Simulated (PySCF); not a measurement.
# Bond lengths and vibrations by method: BClH2OSi

All numbers below are calculated, not measured. They come from PySCF 2.14.0, an open-source quantum chemistry program, on an isolated molecule that a program drew, which may never have been made. The molecule is BClH2OSi (charge 0, singlet), drawn as the SMILES string `B[Si](=O)Cl`.

The geometry was optimised and harmonic frequencies were computed with HF and MP2, all in the cc-pV(D+d)Z basis, for the commonest isotopes, with a restricted reference for singlets and an unrestricted one otherwise, and a frozen core in MP2. Each result is a local minimum of its method.

Geometry at the HF minimum:
```xyz
6
BClH2OSi, angstrom
B    -0.8827   -0.8421    0.5697
Si   -1.4636    1.0819    0.6584
O    -0.8334    2.2771    0.0242
Cl   -3.1464    1.1673    1.8147
H    -1.3012   -1.5533   -0.2933
H    -0.1314   -1.2776    1.3892
```

Lengths of the bonds as drawn, in Å (atoms numbered as above):
```
bond,HF,MP2
B1-Si2,2.012,2.007
Si2-O3,1.493,1.537
Si2-Cl4,2.044,2.054
B1-H5,1.194,1.202
B1-H6,1.194,1.202
```

Rotational constants, in GHz:
```
constant     HF    MP2
       A  6.387  6.209
       B  3.673  3.667
       C  2.379  2.352
```

Harmonic frequencies in cm^-1, each column in rising order, so a row needn't be the same motion in every method:
```
rank,HF,MP2
1,151,121
2,187,185
3,266,239
4,290,262
5,527,514
6,674,639
7,695,674
8,953,920
9,1244,1183
10,1350,1204
11,2716,?
12,2813,2759
```

**Estimate the missing MP2 frequency from the HF column.**

A single factor s that minimises the squared misfit of MP2 against s times HF over the other rows is sum(HF x MP2) / sum(HF^2) = 0.9617, with an rms misfit of 35 cm^-1. For rank 11 it gives 0.9617 x 2716 = 2612 cm^-1. The calculation gives 2657 cm^-1, 45 cm^-1 above the estimate. The drawn bonds are on average 0.9 % longer in MP2 than in HF.
